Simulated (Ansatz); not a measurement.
Species: GePH$_{4}$, charge 0, doublet. GePH4 (SMILES [PH][GeH3], doublet).
B3LYP-D3(BJ)/def2-TZVP minimum from Ansatz (an electronic-structure program):
```xyz
6

Ge    -0.6847     0.0650     0.1435
P      1.5681    -0.2105    -0.3992
H     -1.5340    -0.8199    -0.7844
H     -1.1087     1.5356    -0.0366
H     -0.9432    -0.3459     1.6061
H      1.9748     0.7075     0.6113
```
Charge 0, spin multiplicity 2.

Total energies in def2-TZVPP, 13 correlated electrons, 19 frozen orbitals. Radicals and triplets start from unrestricted determinants; spin-orbit coupling is neglected. Correlated methods leave the cores frozen (noble-gas shells, and filled d and f shells in the p block). No relativity.

```
method    program  energy (Eh)  minus CCSDT(Q) (mEh)
--------  -------  -----------  --------------------
HF         Ansatz  -2418.42168                311.91
MP2        Ansatz  -2418.67607                 57.52
CCSD       Ansatz  -2418.72066                 12.92
CCSD(T)    Ansatz  -2418.73159                  2.00
CCSDT(Q)   Ansatz  -2418.73359                  0.00
```

Rough core times of Ansatz's runs on a shared machine: CCSD(T) 50 s, CCSDT(Q) 2 h.
